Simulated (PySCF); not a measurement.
**Bond curve of InCl⁺**

Set-up: PySCF, spin-free X2C with a Gaussian nucleus, basis sets In x2c-SVPall, Cl x2c-SVPall. Energies in eV from In⁺ + Cl in their ground configurations at the same level. State: ²Σ⁺ (doublet), unpaired electrons σ ↑.

All columns are BLYP. A positive dipole points towards Cl; it is taken about the centre of mass and depends on that origin.

```csv
R (Å),E (eV),μ (D),Mulliken charge on In (basis-dependent),HOMO (eV),LUMO (eV),Mayer bond order,⟨S²⟩
2.014,0.556,-1.74,0.91,-13.11,-12.26,1.54,0.75
2.108,-0.090,-1.98,0.93,-13.24,-12.41,1.46,0.75
2.201,-0.454,-2.19,0.94,-13.35,-12.53,1.39,0.75
2.272,-0.599,-2.32,0.95,-13.41,-12.60,1.32,0.75
2.342,-0.668,-2.43,0.96,-13.41,-12.65,1.26,0.75
2.412,-0.685,-2.51,0.96,-13.23,-12.68,1.18,0.75
2.506,-0.654,-2.59,0.96,-13.03,-12.69,1.07,0.75
2.623,-0.571,-2.65,0.95,-12.81,-12.68,0.93,0.75
2.764,-0.453,-2.68,0.95,-12.59,-12.62,0.76,0.75
2.951,-0.311,-2.71,0.94,-12.33,-12.48,0.55,0.75
```

A fit through these points gives, at Re = 2.405 Å, μ = -2.51 D and dμ/dR = -1.08 D/Å; the reduced mass is 26.81 u.

Task: How strong is the fundamental in the double-harmonic approximation, I = 42.26·(dμ/dR)²/μred km/mol?

Result: I = 42.26·(-1.08)²/26.81 = 1.84 km/mol at BLYP.

Spin–orbit coupling is left out, which matters for elements this heavy, above all for dissociation energies. For an ion De counts to the pair picked by the measured ionisation energies or electron affinities, which need not be the lowest pair at this level. The state was picked by a PBE0 search and need not be the measured ground state.

At some distances an empty level lies below a filled one, because the occupation is held.
